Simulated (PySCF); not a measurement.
Deuteron quadrupole couplings in `C#C[Si@H]1C=C[Si@@H](C)C=C1`

C7H10Si2.
Numbering: `[CH:1]#[C:2][Si@H:3]1[CH:4]=[CH:5][Si@@H:6]([CH3:7])[CH:8]=[CH:9]1` (hydrogens: H10 on C1; H11 on Si3; H12 on C4; H13 on C5; H14 on Si6; H15, H16, H17 on C7; H18 on C8; H19 on C9)

Cartesian coordinates in Å at the PBE0-D3(BJ)/def2-SVP level; atoms count from 1:
```
atom  x, y, z in Å
C1     3.5151    0.7759   -2.0011
C2     2.8552    0.5023   -1.0153
Si3    1.8360    0.0961    0.4635
C4     0.6082    1.4702    0.7830
C5    -0.7266    1.3013    0.8353
Si6   -1.6320   -0.3161    0.5483
C7    -2.8024   -0.1550   -0.9142
C8    -0.3867   -1.6839    0.2369
C9     0.9495   -1.5268    0.1855
H10    4.1010    1.0167   -2.8705
H11    2.7855   -0.0241    1.6137
H12    1.0187    2.4779    0.9447
H13   -1.3472    2.1873    1.0415
H14   -2.4371   -0.6518    1.7684
H15   -3.3474   -1.0961   -1.0873
H16   -3.5447    0.6395   -0.7404
H17   -2.2403    0.0912   -1.8282
H18   -0.7902   -2.6933    0.0608
H19    1.5762   -2.4048   -0.0309
```

Level: PBE0/pcSseg-1 (PySCF, non-relativistic); Q(2H) = 0.00286 b; rigid geometry, the same for H and D, with no vibrational averaging.

**Question.** Rank these positions by the coupling χzz of a deuteron there, largest first.
A. H12 (vinylic hydrogen)
B. H10 (alkyne hydrogen)
C. H14 (Si–H hydrogen)

**Answer.** B (227 kHz), A (198 kHz), C (92 kHz).

**Question.** Give the electric field gradient Vzz (the principal value of largest size), its asymmetry and the 2H coupling at each hydrogen.

**Answer.** 
```json
{"atom": "H10", "bonded to": "C1", "bond length (Å)": "1.076", "Vzz (au)": "0.3385", "η": "0.00", "χzz (kHz)": "227"}
{"atom": "H11", "bonded to": "Si3", "bond length (Å)": "1.496", "Vzz (au)": "0.1381", "η": "0.02", "χzz (kHz)": "93"}
{"atom": "H12", "bonded to": "C4", "bond length (Å)": "1.100", "Vzz (au)": "0.2952", "η": "0.04", "χzz (kHz)": "198"}
{"atom": "H13", "bonded to": "C5", "bond length (Å)": "1.101", "Vzz (au)": "0.2939", "η": "0.03", "χzz (kHz)": "197"}
{"atom": "H14", "bonded to": "Si6", "bond length (Å)": "1.500", "Vzz (au)": "0.1374", "η": "0.02", "χzz (kHz)": "92"}
{"atom": "H15", "bonded to": "C7", "bond length (Å)": "1.101", "Vzz (au)": "0.2979", "η": "0.01", "χzz (kHz)": "200"}
{"atom": "H16", "bonded to": "C7", "bond length (Å)": "1.101", "Vzz (au)": "0.2982", "η": "0.01", "χzz (kHz)": "200"}
{"atom": "H17", "bonded to": "C7", "bond length (Å)": "1.101", "Vzz (au)": "0.2971", "η": "0.01", "χzz (kHz)": "200"}
{"atom": "H18", "bonded to": "C8", "bond length (Å)": "1.101", "Vzz (au)": "0.2940", "η": "0.03", "χzz (kHz)": "198"}
{"atom": "H19", "bonded to": "C9", "bond length (Å)": "1.100", "Vzz (au)": "0.2950", "η": "0.04", "χzz (kHz)": "198"}
```

**Question.** Average by the element that carries the hydrogen.

**Answer.** on C: 202 kHz over 8 positions, mean bond length 1.098 Å; on Si: 93 kHz over 2 positions, mean bond length 1.498 Å.

**Question.** Give the 2H NMR doublet splittings at H11 for a magnetic field along the z, y and x axes of the gradient: 3χ/2, 3χ(1 + η)/4, 3χ(1 − η)/4.

**Answer.** With |χ| = 92.8 kHz and η = 0.015: 139, 71 and 69 kHz, to first order and without motion.

Geometry: PBE0-D3(BJ)/def2-SVP; no solvent, vibrations or thermal averaging. With a basis this small, the couplings can be 20 % off.

These values come from a run that also computed NMR shieldings. The run took 74 s on Arm Neoverse N1, one thread, on a shared host.
